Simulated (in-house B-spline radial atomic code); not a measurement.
## RPA and G0W0 on BHandHLYP: the silicon ion Si²⁺

Configuration [Ne] 3s2, mean-field start BHandHLYP. Computed with a B-spline radial code for spherical atoms: all electrons, non-relativistic, point nucleus, each spin shell either full or empty, empty states to l = 9 with an (l + 1/2)⁻⁴ tail; G0W0 by contour deformation at full frequency.

Command:
```bash
python run_gw.py task.json out
```
Settings (radii: box in bohr, nucleus in fm):
```
Z                        14
electrons                12
configuration            [Ne] 3s2
hamiltonian              nr
method                   bhandhlyp
lmax                     9
spin_polarised           False
box_radius               17.55
intervals                49
ion_configuration        [Ne] 3s1
```

Time taken, with all properties: 2.7 s on 1 thread of Arm Neoverse N1, on a shared host.

Energies (hartree):

```csv
term,value
mean-field total,-288.49448
Hartree-Fock functional on these orbitals,-287.99302
direct second order,-0.76361
second-order exchange,0.27592
SOSEX correction,0.25006
```

Q: What is the RPA correlation energy, and what remains with SOSEX?

A: RPA gives -0.67613 hartree (-1.53 eV per electron); RPA + SOSEX gives -0.42607, and the second-order doubles -0.48769 hartree (no singles). RPA lacks exchange-type terms and so overcorrelates at short range.

Quasi-particle levels (eV):

```
level  occupied  mean field  Σx - vxc     Σc  QP weight     G0W0
   3s       yes      -30.71     -1.41      ?          ?        ?
   2p       yes     -127.64     -9.39   3.74      0.902  -133.29
   3p        no     -18.258      2.93  -1.30      0.949  -16.630
```

G0W0 = mean field + (Σx - vxc) + Σc, with Σc (partial-wave tail included) taken at the quasi-particle energy. Levels of low weight are left out.

Q: Where does G0W0 put 3s?

A: At -33.63 eV, with Σc = -1.51 eV and a quasi-particle weight of 0.952. The tabulated removal energy is 33.493 eV (NIST, measured); the calculation leaves out relativity, Breit and QED terms, and what these don't explain is the method's own error.

Q: What does it cost to remove one electron (to [Ne] 3s1) by differences of total energies, each species on its own start (correlation terms add to the Hartree-Fock functional)?

A: BHandHLYP 33.28 eV, Hartree-Fock functional 31.95 eV, + RPA 33.55 eV, + RPA + SOSEX 33.13 eV, + second order 33.53 eV. Tabulated: 33.493 eV (NIST, measured); the calculation leaves out relativity, Breit and QED terms, and what these don't explain is the method's own error.
